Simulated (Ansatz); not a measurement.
Program: Ansatz. Geometries: PBE0-D4/def2-TZVP. ΔE: electronic, gas phase. CCSD(T)/CBS is the MP2 limit (def2-TZVPP, def2-QZVPP) plus CCSD(T) − MP2 in def2-TZVPP, frozen cores. This one scheme is used for every species. DFT in def2-TZVPP. For Ti outer-core shells are correlated without core-valence functions, which leaves a few kJ/mol of doubt a bond. Scalar relativity is left out up to krypton. Each species was taken in one conformer, which may not be the lowest.

Consider the ligand exchange at a Ti–O bond: `C[O][Ti]([F])([F])[F]` + `N=C=O` → `O=C=[N][Ti]([F])([F])[F]` + CH₃OH.

```tsv
level	ΔE (kJ/mol)
r2SCAN0-D4	25.7
B2PLYP	30.2
r2SCAN	28.4
LC-ωPBE	32.2
HF/def2-SVP	25.4
SCS-MP2/def2-TZVPP	28.4
CCSD/def2-TZVPP	25.8
CCSD(T)/def2-TZVPP	27.1
```

(1) What does CCSD(T)/CBS give? (An estimate is asked.)

Largest T1 diagnostic among the species: 0.023, so the coupled-cluster value is less sure than usual.

Results:

(1) The calculation gave: +26.0 kJ/mol. The listed levels differ from it by -0.3, 4.2, 2.4, 6.2, -0.6, 2.4, -0.2, 1.1 kJ/mol.

Leaving LDA and LC-ωPBE aside and taking each functional with its dispersion term where it has one, the values, not all of them listed here, spread over 7.7 kJ/mol, from B97M-V to CAM-B3LYP-D4. LDA lies +7.2 kJ/mol from PBE without D4. From PBE to PBE0 (25 % exact exchange), in def2-TZVPP and without D4, ΔE moves by −3.4 kJ/mol.

CCSD(T)/CBS has its own doubt, a few kJ/mol and more with outer-core shells, so smaller differences from it don't rank the levels.
